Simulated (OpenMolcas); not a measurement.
Pd4+ among 4 point charges of -2.5 e arranged as a tetrahedron (Td), 2.1 Å from the ion.

```json
{"Program": "OpenMolcas", "Method": "CASSCF", "Basis": "ANO-RCC-VTZP [7s6p4d2f1g]", "Scalar Hamiltonian": "DKH2, point nucleus", "Active space": "6 electrons in 5 orbitals (4d)", "State averaging": "2S+1 = 5 even, 5 roots; 2S+1 = 3 even, 45 roots; 2S+1 = 1 even, 50 roots", "Spin-orbit coupling": "state interaction with AMFI integrals over the reference wave functions"}
```

(1) What is the spin-free ground state (labels of Td)?

(2) Where is the first state of the same spin?

(3) What are the lowest two levels with spin-orbit coupling?

(4) What is χT at 300 K, and how does it compare with the textbook value?

(5) Which ligand-field parameters describe the states?

## Answers

(1) 5E, 2-fold in its orbital part, 100 % from free-ion D terms; it has the highest spin that d6 allows.

(2) 5T2 at 2120 cm-1 above the ground state.

(3) A 1-fold level A1, then a 3-fold level T1 123.8 cm-1 above it. Their leading multiplicities are 5 (98 %) and 5 (98 %).

(4) The lowest level has 2S+1 = 5, for which the spin-only value is χT = S(S+1) / 2 = 3.000 cm3 K/mol (g = 2). The computed 4.938 at 300 K differs by +1.938, through orbital momentum, spin-orbit coupling and any other state in reach.

(5) A least-squares ligand-field fit to the states below 45000 cm-1, each weighted by its degeneracy and with a free common offset, gives 10Dq = -2056 cm-1 (negative for this site), B = 1037 cm-1 and C = 4217 cm-1 (C/B = 4.07), with an rms deviation of 19 cm-1. 

An orbital doublet at a regular site is open to a Jahn-Teller distortion, which this geometry leaves out. Without dynamic correlation the repulsion within the d shell is too large (B by tens of per cent), so at a given field states of lower spin stand too high. Point charges give a weaker field than real ligands, and real ions of this kind are as a rule low spin; the high spin found here belongs to the model. The ground term spreads over less than 5000 cm-1, several times less than with real ligands, so orbital moments are less quenched and χT lies further from the spin-only value than at real sites. Point charges carry no covalency, so the field is a model and not that of real ligands. No measured value stands beside these numbers.
